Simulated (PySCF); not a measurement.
Löwdin shares of the frontier orbitals

Species: C6H4F2.
Cartesian coordinates in Å at the PBE0-D3(BJ)/def2-SVP level; atoms count from 1:
```
atom  x, y, z in Å
F1    -2.705   -0.332   -0.252
C2    -1.389   -0.173   -0.123
C3    -0.571   -1.295   -0.054
C4     0.805   -1.127    0.079
C5     1.330    0.159    0.139
F6     2.646    0.319    0.268
C7     0.513    1.281    0.070
C8    -0.864    1.113   -0.063
H9    -1.021   -2.288   -0.104
H10    1.478   -1.984    0.136
H11    0.962    2.274    0.120
H12   -1.537    1.970   -0.120
```

Level of theory: TDDFT B3LYP/def2-SVPD, vertical, gas phase, core orbitals frozen in the response (PySCF).

Frontier orbitals with the atoms that hold most of them (Löwdin shares over 4%, at most four atoms; ? is withheld):

```
orbital  ε (eV)                           atoms
 HOMO-3  -10.16  C4 13%, C3 13%, C8 13%, C7 13%
 HOMO-2   -9.95  C2 11%, C5 11%, C3 10%, C8 10%
 HOMO-1   -7.77  C7 20%, C3 20%, C8 20%, C4 20%
   HOMO   -7.00                               ?
   LUMO   -1.11                               ?
 LUMO+1   -0.50  C5 21%, C2 21%, C8 10%, C4 10%
 LUMO+2    0.70  C3 12%, C4 12%, C7 12%, C8 12%
```

(1) Which atoms hold the HOMO, and with what shares?

(2) Give the leading atoms of the LUMO.

(3) The HOMO–LUMO gap is 5.89 eV. Where does the response calculation put the lowest singlet, and from which orbitals?

(4) Give energy, strength and leading configuration of S1 and S6, and follow the Löwdin shares of the leading atoms from the occupied to the empty orbital.

Answers

(1) C2 (bonded to 2 C and F) 20%; C5 (bonded to 2 C and F) 20%; F6 (bonded to C) 10%; F1 (bonded to C) 10%. By element: carbon 39% or more, fluorine 21%.

(2) C3 (bonded to 2 C and H) 19%; C7 (bonded to 2 C and H) 19%; C8 (bonded to 2 C and H) 19%; C4 (bonded to 2 C and H) 19%.

(3) S1 is at 5.15 eV (f = 0.036), 0.74 eV below the gap, made of HOMO→LUMO (80%), HOMO-1→LUMO+1 (19%). 

(4) 
- S1 (5.15 eV, f 0.036), HOMO→LUMO (80%): C2 20% → at most 19%, C5 20% → at most 19%, C3 at most 11% → 19%, C7 at most 11% → 19%
- S6 (7.19 eV, f 0.526), HOMO-1→LUMO+1 (78%): C7 20% → at most 11%, C3 20% → at most 11%, C5 at most 20% → 21%, C2 at most 20% → 21%
